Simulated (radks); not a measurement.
The nuclear charge of the lead ion Pb+ is varied continuously with 81 electrons held in [Hg] 6p1. Method: scalar-relativistic Kohn-Sham, PBE, spin-unpolarised, spherical densities, finite nucleus; Fermi nuclear charge, rms radius 5.5012 fm; computed with a radial shooting solver on a logarithmic mesh with Libxc functionals. By the Hellmann-Feynman theorem dE/dZ = E(electron-nucleus)/Z, the electronic potential at the nucleus (averaged over a nucleus of fixed radius). The scalar-relativistic energy here is not variational (the density holds large components alone), so the two differ by a part that grows with Z.

| Z | E (hartree) | E(electron-nucleus)/Z (hartree) | HOMO | e(HOMO) (eV) | <r> HOMO (bohr) |
|---|---|---|---|---|---|
| 81 | -20240.6543 | -623.031 | 6p | -2.372 | 3.855 |
| 81.25 | -20398.2804 | -626.061 | 6p | -4.022 | 3.549 |
| 81.5 | -20556.6823 | -629.093 | 6p | -5.836 | 3.328 |
| 81.75 | -20715.8610 | -632.130 | 6p | -7.786 | 3.156 |
| 82 | -20875.8179 | -635.171 | 6p | -9.859 | 3.015 |
| 82.25 | -21036.5543 | -638.217 | 6p | -12.043 | 2.896 |
| 82.5 | -21198.0716 | -641.268 | 6p | -14.331 | 2.793 |
| 82.75 | -21360.3714 | -644.325 | 6p | -16.718 | 2.702 |
| 83 | -21523.4553 | -647.388 | 6p | -19.198 | 2.622 |

The central difference of E at Z = 82 is -641.386 hartree, to compare with the third column; the second derivative is -12.5 hartree.
